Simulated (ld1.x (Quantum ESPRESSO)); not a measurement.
Fe (Z = 26), TM: configuration errors across variants

iron (Fe), norm-conserving Troullier–Martins (Kleinman–Bylander form), made with ld1.x (Quantum ESPRESSO) 7.5 (Wu–Cohen, scalar-relativistic). Core [Ne], reference 3s2 3p6 3d6 4s2 4p0. Waves: 3s (bound): rc 1.20 bohr; 3d (bound): rc 1.60 bohr; 3p (bound): rc 1.05 bohr. Local part: the p channel. Core correction: none.

Occupied shells without a wave of their own: 4s. They enter only through the test configuration that unscreens the potential.

All-electron excitation energies from the reference (eV): (1) 3s2 3p6 3d6 4s1 4p0 8.761; (2) 3s2 3p6 3d6 4s0 4p0 24.851; (3) 3s2 3p6 3d5 4s0 4p0 59.071; (4) 3s2 3p6 3d4 4s0 4p0 112.173; (5) 3s2 3p6 3d6 4s1.5 4p0 3.503; (6) 3s2 3p6 3d5 4s2 4p0 14.252; (7) 3s2 3p6 3d7 4s1 4p0 -0.800.

For the base: The 4s level has no wave, so the channel is fitted at the deeper level alone: the likely source of the large errors.

On the changes marked as counting shells twice: ld1.x takes every shell without a wave as core, so the model core holds the marked electrons as well and exchange and correlation see them twice. This cancels in the reference configuration, but the file is broken for other ones, and its errors say nothing about a proper core correction.

Tests that are not counted but printed errors over 1 eV. “type ultrasoft; waves now 3s (bound): rcut 1.10, rcutus 1.20 bohr; 4s (bound): rcut 1.10, rcutus 1.20 bohr; 3p (bound): rc 1.05 bohr; 4p (bound): rc 1.05 bohr; 3d (bound): rcut 1.40, rcutus 1.60 bohr; 3d channel at 0.75 Ry: rcut 1.40, rcutus 1.60 bohr; local potential all-electron potential smoothed inside 0.85 bohr (lloc = -2); augmentation PSQ, inside the norm-conserving radii”: 3s2 3p6 3d7 4s1 4p0 (converged, but collapsed or in another state, printed error -538 eV).

3 further variants failed, have other tests or another functional or relativity, and are left out.

The file “base” misses its own reference levels by 0.3 eV. The file “wave 3d (bound): rc 1.60 bohr becomes 3d (bound): rc 1.34 bohr” misses its own reference levels by 0.3 eV. The file “core correction a·sin(br)/r model core inside 0.50 bohr (4s counted twice)” misses its own reference levels by 0.3 eV. The file “wave 3p (bound): rc 1.05 bohr becomes 3p (bound): rc 1.44 bohr” misses its own reference levels by 0.3 eV. The file “all radii scaled by about 1.07 (s 1.28, p 1.12, d 1.72 bohr)” misses its own reference levels by 0.4 eV. The file “wave 3s (bound): rc 1.20 bohr becomes 3s (bound): rc 1.44 bohr” misses its own reference levels by 0.5 eV.

Errors AE − PS in meV (a dash: test not solved or not reliable):

```tsv
change	(1)	(2)	(3)	(4)	(5)	(6)	(7)	bound ghosts
base	-382	-979	-1503	-1915	-167	+51	-201	none
local potential the d channel	-303	-894	-1782	-2746	-126	+209	-68	none
wave 3d (bound): rc 1.60 bohr becomes 3d (bound): rc 1.34 bohr	-382	-981	-1504	-2027	-167	+36	-206	none
wave 3s (bound): rc 1.20 bohr becomes 3s (bound): rc 1.18 bohr	-346	-887	-1363	-1720	-152	+49	-182	none
type ultrasoft; waves now 3s (bound): rcut 1.10, rcutus 1.20 bohr; 4s (bound): rcut 1.10, rcutus 1.20 bohr; 3p (bound): rc 1.05 bohr; 4p (bound): rc 1.05 bohr; 3d (bound): rcut 1.40, rcutus 1.60 bohr; 3d channel at 0.75 Ry: rcut 1.40, rcutus 1.60 bohr; local potential all-electron potential smoothed inside 0.85 bohr (lloc = -2); augmentation PSQ, inside the norm-conserving radii	-1.1	-3.4	-30	-285	-0.4	-16	–	none
core correction a·sin(br)/r model core inside 0.50 bohr (4s counted twice)	-568	-1901	-2816	-3521	-208	-4.5	-231	none
wave 3p (bound): rc 1.05 bohr becomes 3p (bound): rc 1.44 bohr	-364	-937	-1448	-1850	-159	+52	-190	none
all radii scaled by about 1.07 (s 1.28, p 1.12, d 1.72 bohr)	-478	-1228	-1876	-2344	-210	+69	-250	none
wave 3s (bound): rc 1.20 bohr becomes 3s (bound): rc 1.44 bohr	-703	-1811	-2762	-3665	-308	+68	-380	none
```

(1) Give the same row for: all radii scaled by about 1.04 (s 1.26, p 1.10, d 1.66 bohr).

## Answers

(1) -473, -1216, -1859, -2354, -207, +64, -249; bound ghosts: none.
